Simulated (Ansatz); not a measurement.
Z-matrix (Å, degrees):
```
Si
Al 1 2.437
H 1 1.489 2 111.3
H 1 1.490 2 110.9 3 120.0
H 1 1.490 2 111.2 3 -120.0
F 2 1.654 1 119.8 3 58.6
N 2 1.759 1 123.1 3 -121.5
H 7 1.007 2 124.2 1 0.1
H 7 1.008 2 125.3 1 -179.9
```

Total charge 0; spin multiplicity 1.

(1) List the ωB97M-V/def2-TZVPP orbital energies in eV (the Gaussian-basis code of Ansatz). (Estimate.)

## Answers

(1) Computed: Occupied: -1806.69, -1532.15, -676.37, -394.02, -147.82, -116.77, -101.92, -101.92, -101.92, -76.41, -76.29, -76.24, -34.52, -26.02, -17.74, -16.07, -15.60, -14.25, -13.96, -13.71, -12.08, -12.07, -10.20, -10.12. Lowest empty: 0.81, 1.34, 1.74, 2.75, 3.06, 3.38, 3.61, 4.31.
